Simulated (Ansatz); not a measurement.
Consider the formal exchange of groups at the Si–C bond: `C#C[SiH](F)CF` + CH₄ → `C[SiH](F)CF` + acetylene.

Gas-phase electronic energies from Ansatz, PBE0-D4/def2-TZVP geometries. CBS: MP2 limit from def2 TZ/QZ plus the TZ coupled-cluster correction, frozen cores. This one scheme is used for every species. DFT in def2-TZVPP. B3LYP here is the variant with VWN-RPA as its local correlation; programs differ in this. Each species was taken in one conformer, which may not be the lowest.

```json
{"level": "PBE-D4", "ΔE (kcal/mol)": "9.2", "difference from CCSD(T)/CBS": "0.3"}
{"level": "r2SCAN-D4", "ΔE (kcal/mol)": "9.6", "difference from CCSD(T)/CBS": "0.7"}
{"level": "PBE0-D4", "ΔE (kcal/mol)": "8.9", "difference from CCSD(T)/CBS": "0.0"}
{"level": "B3LYP-D4", "ΔE (kcal/mol)": "9.7", "difference from CCSD(T)/CBS": "0.8"}
{"level": "ωB97X-V", "ΔE (kcal/mol)": "8.3", "difference from CCSD(T)/CBS": "-0.6"}
{"level": "ωB97M-V", "ΔE (kcal/mol)": "8.3", "difference from CCSD(T)/CBS": "-0.6"}
{"level": "B2PLYP", "ΔE (kcal/mol)": "9.8", "difference from CCSD(T)/CBS": "0.9"}
{"level": "r2SCAN", "ΔE (kcal/mol)": "9.6", "difference from CCSD(T)/CBS": "0.7"}
{"level": "PBE0", "ΔE (kcal/mol)": "8.8", "difference from CCSD(T)/CBS": "-0.1"}
{"level": "B3LYP", "ΔE (kcal/mol)": "9.6", "difference from CCSD(T)/CBS": "0.7"}
{"level": "HF/def2-TZVPP", "ΔE (kcal/mol)": "9.7", "difference from CCSD(T)/CBS": "0.8"}
{"level": "MP2/def2-TZVPP", "ΔE (kcal/mol)": "10.0", "difference from CCSD(T)/CBS": "1.1"}
{"level": "CCSD(T)/def2-TZVPP", "ΔE (kcal/mol)": "9.3", "difference from CCSD(T)/CBS": "0.4"}
{"level": "MP2/def2-QZVPP", "ΔE (kcal/mol)": "9.8", "difference from CCSD(T)/CBS": "0.9"}
{"level": "SCS-MP2/def2-QZVPP", "ΔE (kcal/mol)": "10.0", "difference from CCSD(T)/CBS": "1.1"}
{"level": "CCSD/CBS(def2)", "ΔE (kcal/mol)": "8.7", "difference from CCSD(T)/CBS": "-0.2"}
{"level": "CCSD(T)/CBS", "ΔE (kcal/mol)": "8.9", "difference from CCSD(T)/CBS": "0"}
```

Largest T1 diagnostic among the species: 0.013.
